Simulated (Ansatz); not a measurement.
# Reading a saddle point

A first-order saddle point of Si2H4Cl2, singlet, PBE0-D4/def2-TZVP, with one imaginary mode of 432i cm⁻¹:

```
8
angstrom
Si -0.1709 -0.2832 1.0960
Si -0.1571 0.8119 -0.9993
H 0.4112 -0.7083 -0.4883
Cl -1.2579 0.0125 -2.5537
Cl 1.6847 1.3576 -1.7539
H -1.4031 0.2198 1.7641
H -0.1729 -1.7565 1.3251
H 1.0659 0.3463 1.6101
```

Ansatz 0.2.0; basis: def2-TZVPP and def2-QZVPP; cores frozen in the correlated methods. Extrapolation: Hartree–Fock as exp(−7.88 √X), correlation as X^−2.97.

Question: Which contacts change along the imaginary mode, and what lies on either side? (Judge from chemistry; the calculation decides.)

Answer: The calculation gives: The step is Si₂H₄Cl₂ ([SiH3][SiH]([Cl])[Cl]) → SiCl₂ + SiH₄, with the molecules in contact on both sides. Shortening one way: Si1–H3; lengthening the same way: Si1–Si2, Si2–H3.
```tsv
pair	one side (Å)	saddle (Å)	other side (Å)
Si1–H3	3.25	1.74	1.50
Si1–Si2	2.34	2.36	3.31
Si2–H3	1.48	1.70	2.46
```

Question: Which side is lower, and how far does the saddle lie above each? (Judge from chemistry; the value comes from the calculation.)

Answer: By the calculation: The side with Si1–Si2, Si2–H3 short is lower by 141.5 kJ/mol; the saddle lies 218.6 kJ/mol above it and 77.1 kJ/mol above the other (CCSD(T) at an estimated basis limit (MP2 extrapolated from triple and quadruple zeta, plus CCSD(T) − MP2 in triple zeta); electronic energies).

T1 diagnostic: at most 0.013.

Losses and insertions of silylenes and their heavier kin drive the gas-phase chemistry of silicon and germanium vapour deposition.

Labels in which every atom is bracketed show which atoms are joined, not bond orders.

For scale, one of the runs: CCSD(T)/def2-TZVPP, 224 basis functions, launched by `ansatz run in.yaml --threads 4 --pin off --events-out ev --progress --plain --max-ram 9574MiB`. Time: 45 s of wall clock on 4 CPU threads of an Arm Neoverse V2; the host was shared. Peak host memory: 3.1 GiB.
